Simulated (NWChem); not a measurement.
# C$_{3}$H$_{8}$Mg; SMILES [CH](C)(C)[MgH]

```xyz
12

Mg     0.0273     1.7010     0.0000
H      0.3721     3.3887     0.0000
C     -0.3883    -0.3892     0.0000
C      0.1268    -1.0999    -1.2664
C      0.1268    -1.0999     1.2664
H     -1.4871    -0.4798     0.0000
H     -0.1262    -2.1744    -1.2622
H      1.2208    -1.0416    -1.3573
H     -0.2966    -0.6770    -2.1874
H     -0.2966    -0.6770     2.1874
H     -0.1262    -2.1744     1.2622
H      1.2208    -1.0416     1.3573
```
Atoms are numbered in this order, from 1.

Program: NWChem. Pople sets run with spherical d functions. Coordinates come from a B3LYP/6-31G* (spherical d) optimisation. Ions are spin-unrestricted doublets at the neutral geometry; other ion states weren't tried.

Task: What does the run give for BHandHLYP/6-31G*? Quantities: vertical ionisation energy, ΔSCF (eV); −ε(HOMO) (eV).

Result: 
```yaml
vertical ionisation energy, ΔSCF (eV): 7.97
"−ε(HOMO) (eV)": 7.01
```
